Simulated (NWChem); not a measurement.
Species: FeF2, quintet; SMILES [F][Fe][F]

```xyz
3

Fe     0.0000     0.0000    -0.2564
F      1.7445     0.0000    -0.2567
F     -1.7445     0.0000    -0.2567
```
Atoms are numbered in this order, from 1.

Structure relaxed at the PBE0/def2-SVP, spin-unrestricted level. This spin state was assumed; another may lie lower. No stability test was run on the SCF state.

### Question
List the 4 lowest vertical excitations from PBE0/def2-SVP, spin-unrestricted, TDA (NWChem).

### Answer
| state | energy (eV) | oscillator strength | <S²> |
|---|---|---|---|
| state 1 | 0.51 | 0.000 | 6.01 |
| state 2 | 0.84 | 0.000 | 6.02 |
| state 3 | 1.15 | 0.000 | 6.01 |
| state 4 | 1.15 | 0.000 | 6.01 |
